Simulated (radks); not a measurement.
Q: The mean radii <r> (bohr) of the occupied orbitals of an atom or ion are listed with their occupations. Method: scalar-relativistic Kohn-Sham, r2SCAN, spin-polarised, spherical densities, finite nucleus; meta-GGA in the generalised Kohn-Sham scheme; Fermi nuclear charge, rms radius of each element as measured or else 0.836 A^(1/3) + 0.57 fm; computed with a radial shooting solver on a logarithmic mesh with Libxc functionals.

| orbital | occ. | <r> |
|---|---|---|
| 1s up | 1 | 0.02723 |
| 1s down | 1 | 0.02723 |
| 2s up | 1 | 0.1171 |
| 2s down | 1 | 0.1171 |
| 2p up | 3 | 0.1025 |
| 2p down | 3 | 0.1025 |
| 3s up | 1 | 0.3134 |
| 3s down | 1 | 0.3134 |
| 3p up | 3 | 0.3117 |
| 3p down | 3 | 0.3117 |
| 3d up | 5 | 0.2886 |
| 3d down | 5 | 0.2886 |
| 4s up | 1 | 0.7409 |
| 4s down | 1 | 0.7411 |
| 4p up | 3 | 0.7926 |
| 4p down | 3 | 0.7926 |
| 4d up | 5 | 0.9221 |
| 4d down | 5 | 0.9204 |
| 5s up | 1 | 1.983 |
| 5s down | 1 | 1.985 |
| 5p up | 3 | 2.450 |
| 5p down | 2 | 2.477 |

Name the element and its charge. Open shells, if any, are filled with parallel spins first.

A: Z = 53, iodine, charge 0: I in [Kr] 4d10 5s2 5p5. The 1s radius gives Z: for a bare nucleus <r> = (2 gamma + 1)/(2Z) with gamma = sqrt(1 - (Z/c)^2), 0.02683 bohr for Z = 53, and screening makes it slightly larger (0.02723 here). The occupations add up to 53, and the charge is Z minus that.
